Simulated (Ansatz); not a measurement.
`N#[C][Sn]([Cl])([Cl])[C]#N`, 7 atoms. Charge 0, multiplicity 1. Correlated methods include outer-core shells of Sn, which these sets cover unevenly. Sn takes the def2 core potential. All runs use 4 threads of an Arm Neoverse V2 on a shared host. Correlated methods freeze the cores.

Question: How many basis functions does each run have, and how long does it take in Ansatz? RHF-MP2/def2-QZVPP energy; RHF-CCSD(T)/def2-TZVPP energy; RKS PBE0-D4/def2-TZVP frequencies; RKS PBE0-D4/def2-SVP energy; RKS r2SCANh-D4/def2-TZVPP energy; RKS r2SCAN0-D4/def2-TZVPP energy; RKS ωB97M-V/def2-QZVPP energy; RKS PBE0-D4/def2-QZVPP energy; RKS CAM-B3LYP-D4/def2-TZVPP energy; RHF-CCSD(T)/def2-SVP energy; direct RPA on PBE orbitals/def2-TZVPP energy; RKS PBE0-D4/def2-TZVP relaxation (3 steps). (Estimate.)

Answer: Computed: Other jobs shared the machine, so times are rough.

| level | job | functions | wall time | peak host memory (GiB) |
| --- | --- | --- | --- | --- |
| RKS PBE0-D4/def2-SVP | energy | 118 | 1.8 s | 0.29 |
| RKS CAM-B3LYP-D4/def2-TZVPP | energy | 258 | 6 s | 0.98 |
| direct RPA on PBE orbitals/def2-TZVPP | energy | 258 | 8.5 s | 0.7 |
| RKS r2SCANh-D4/def2-TZVPP | energy | 258 | 9 s | 0.89 |
| RKS r2SCAN0-D4/def2-TZVPP | energy | 258 | 9.5 s | 0.92 |
| RKS PBE0-D4/def2-QZVPP | energy | 450 | 14 s | 2 |
| RHF-CCSD(T)/def2-SVP | energy | 118 | 14 s | 0.68 |
| RHF-MP2/def2-QZVPP | energy | 450 | 28 s | 2.5 |
| RKS ωB97M-V/def2-QZVPP | energy | 450 | 28 s | 2.4 |
| RKS PBE0-D4/def2-TZVP | relaxation (3 steps) | 248 | 28 s | 0.87 |
| RKS PBE0-D4/def2-TZVP | frequencies | 248 | 3.8 min | 0.87 |
| RHF-CCSD(T)/def2-TZVPP | energy | 258 | 7.2 min | 6.5 |
